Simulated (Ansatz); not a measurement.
A nudged elastic band was laid between two geometries of H3NS2Si (7 atoms, charge 0, multiplicity 1).

Method: RKS LDA/cc-pVDZ in Ansatz.

```
movable images  : 5
climbing image  : yes
spring          : 5.0 eV/Å²
optimiser       : quadratic models (default)
start path      : IDPP
force threshold : 0.05 eV/Å
iteration limit : 60
end points      : relaxed
```

Image 0:

```xyz
7
Properties=species:S:1:pos:R:3
N -0.826 0.821 -0.411
Si 0.525 -0.183 -0.088
S 0.829 -1.251 1.739
S 0.215 -2.276 -0.119
H -0.687 1.838 -0.430
H -1.732 0.568 0.003
H 1.736 0.415 -0.739
```

Image 6:

```xyz
7
Properties=species:S:1:pos:R:3
N -0.696 1.012 -0.102
Si 0.507 -0.209 -0.129
S 1.002 -1.135 1.709
S 0.114 -2.302 0.057
H -1.528 0.867 0.484
H -0.922 1.500 -0.976
H 1.584 0.198 -1.089
```

Task: What changes between the two ends?

Result: No bond is made or broken. The dihedral H6–N1–Si2–S3 goes from -33 to 177°. The two ends are copies of one structure, up to a mirror image or an exchange of like atoms.

Task: What energy profile does the band end with?

Result: It converged. The highest image is number 3 of 0 to 6, 3.3 kcal/mol above the ends, which have the same energy within 2 meV. A vibrational analysis at the climbing image gives one clearly imaginary mode, 257i cm⁻¹: a first-order saddle point.

```
image  path coordinate (Å)  energy (kcal/mol)  dihedral H6–N1–Si2–S3 (°)
    0                 0.00                0.0                        -33
    1                 0.49                0.7                        -51
    2                 0.99                2.4                        -73
    3                 1.48                3.3                        -98
    4                 1.97                2.3                       -125
    5                 2.46                0.7                       -153
    6                 2.95                0.0                        177
```

Task: What is the geometry of the highest image?

Result: 
```xyz
7
Properties=species:S:1:pos:R:3
N -0.745 1.002 -0.399
Si 0.541 -0.149 -0.204
S 1.023 -0.926 1.720
S 0.118 -2.202 0.185
H -0.951 1.523 0.467
H -1.626 0.561 -0.705
H 1.700 0.123 -1.111
```

Task: What are the harmonic wavenumbers there?

Result: 257i, 193, 233, 411, 443, 535, 561, 597, 788, 831, 853, 1475, 2206, 3422, 3511 cm⁻¹.

The run took 50 s on 1 thread of Intel(R) Xeon(R) Processor @ 2.70GHz, on a shared host, peak memory 0.14 GiB.
